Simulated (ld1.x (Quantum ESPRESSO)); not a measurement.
## Before and after: RRKJ potential for titanium

ld1.x (Quantum ESPRESSO) 7.5 input, shortened:

```
&input
   title='Ti', zed=22., rel=2, dft='PBE', iswitch=3,
   config='[Ar] 3d2 4s2 4p0', rel_dist='average'
 /
 &inputp
   pseudotype=2, tm=.false., lloc=0,
   nlcc=.true., new_core_ps=.true., rcore=1.15
 /
3
4P  2  1   0.00   0.00  3.85  3.85  0.0
3D  3  2   2.00   0.00  1.30  1.30  0.0
4S  1  0   2.00   0.00  2.15  2.15  0.0
 &test
   configts(1)='3d2 4s2 4p0'
 /
```

Open shells are filled in proportion to 2j + 1 (rel_dist='average').

Change: type TM semilocal; scalar-relativistic; local potential the p channel.

Cutoffs: the cutoffs (Ry, on a coarse ladder) from which the occupation-weighted sum of valence levels, in a spherical-Bessel basis at the reference potential, stays within 10 and 1 mRy of its value at 400 Ry; they do not see the model core or the augmentation charge, which bear on the density cutoff. Errors are all-electron minus pseudo energies relative to the spin-unpolarised reference configuration.

Q: What does the change do?

A: The potential gets harder (90 Ry and 100 Ry → 100 Ry and 120 Ry); of the 7 tests that both files solve, the error grows in 0 and shrinks in 5 by more than 15 % and 0.3 meV (median size 33.9 → 31.2 meV); neither file shows a bound ghost. A semilocal file is local in each channel, so a ghost entry of none says nothing of the separable form that plane-wave codes build from it. Several settings change at once here, so the effects cannot be laid on one of them.

| quantity | base | changed |
| --- | --- | --- |
| cutoff, loose | 90 Ry | 100 Ry |
| cutoff, tight | 100 Ry | 120 Ry |
| loose cutoff by channel (10 mRy a level) | d 80 Ry, s 10 Ry | s 10 Ry, d 90 Ry |
| bound ghosts | none | none |
| error for 3d2 4s1 4p0, meV [ΔE 7.35 eV] | -3.0 | -3.4 |
| error for 3d2 4s0 4p0, meV [ΔE 20.92 eV] | -34 | -31 |
| error for 3d1 4s0 4p0, meV [ΔE 47.87 eV] | -656 | -517 |
| error for 3d1 4s2 4p0, meV [ΔE 9.74 eV] | -283 | -222 |
| error for 3d2 4s0 4p1, meV [ΔE 11.12 eV] | -24 | -2.4 |
| error for 3d1 4s2 4p1, meV [ΔE 4.67 eV] | -419 | -324 |
| error for 3d2 4s0 4p2, meV [ΔE 6.29 eV] | -24 | -3.3 |
| s: phases at 4.22 bohr within 0.05 rad from the reference energy up to (Ry; the scan ends near 5) | 0.7 | 0.7 |
